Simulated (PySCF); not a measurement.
# Spectroscopy problems

Theoretical values (PySCF): GFN2-xTB geometry, shielding tensors at PBE0/pcSseg-1 (GIAO). Non-relativistic Hamiltonian, isolated molecule, rapidly exchanging positions averaged, one computed conformer.

Scale: TMS for $^{1}$H (σref 31.72), $^{13}$C (σref 186.93) (reference shieldings calculated alike). Splittings of carbon signals by F and P are missing where no couplings were computed. Where no couplings were computed, multiplicities follow the n + 1 count of equivalent neighbours, and m marks all less simple cases (inequivalent or close neighbours, rings, F or P nearby). Shifts are as computed. Against solution values, carbons near 30 ppm lie about +3 ppm off and those near 130 ppm about +5 ppm. Of 1211 compounds with measured shifts, 218 miss one by over three times the rms of a fit or turn the order of signals round; such compounds aren't used in these exercises.

Task: C₅H₁₁P₃. $^{1}$H NMR (400 MHz, computed): δ 6.00 (m, 1H), 5.61 (m, 1H), 3.10 (m, 2H), 2.89 (m, 2H), 2.46 (m, 2H), 2.40 (m, 3H). $^{13}$C{$^{1}$H} NMR (computed): δ 165.9 (C), 125.6 (CH2), 34.3 (CH2), 28.2 (CH3), 25.1 (CH2). Identify the compound.

Result: `C=C(C)/P=P/CCP`. 5 carbon signals for 5 carbons: no two carbons are equivalent. Carbon types of the structure: 1 × C, 3 × CH2, 1 × CH3, leaving 2 H on heteroatoms. δC 165.9: fully substituted alkene carbon. δC 125.6: terminal =CH2 carbon; an sp2 carbon of a C=C bond. δC 28.2: allylic methyl carbon; saturated and bonded to C and H only. δH 2.40: hydrogen on an allylic methyl carbon; allylic position.

This is the structure that produced the data.

Task: C₅H₁₂OSi₃. $^{1}$H NMR (500 MHz, computed): δ 4.85 (s, 3H), 4.70 (m, 1H), 4.65 (m, 1H), 4.36 (m, 2H), 2.04 (m, 2H), 1.99 (t, 1H), 1.94 (m, 2H). $^{13}$C{$^{1}$H} NMR (computed): δ 106.3 (CH), 83.7 (C), 71.2 (CH), 23.9 (CH2). Identify the compound.

Result: `C#C[SiH2][Si@H]1C[C@H](O[SiH3])C1`. The formula gives 3 degrees of unsaturation (1 ring in the answer). 4 carbon signals for 5 carbons: some carbons are equivalent by symmetry or fast rotation. Carbon types of the structure: 1 × C, 2 × CH, 2 × CH2, leaving 6 H on heteroatoms. δC 106.3: terminal alkyne carbon. δC 83.7: alkyne carbon; the triple bond shields along its axis, which puts it between sp3 and sp2 carbons. δC 71.2: sp3 CH bonded to O; deshielded by the electronegative neighbour. δH 4.65: hydrogen on an sp3 CH bonded to O; its carbon carries O, an electronegative neighbour.

The shifts were computed for this structure.
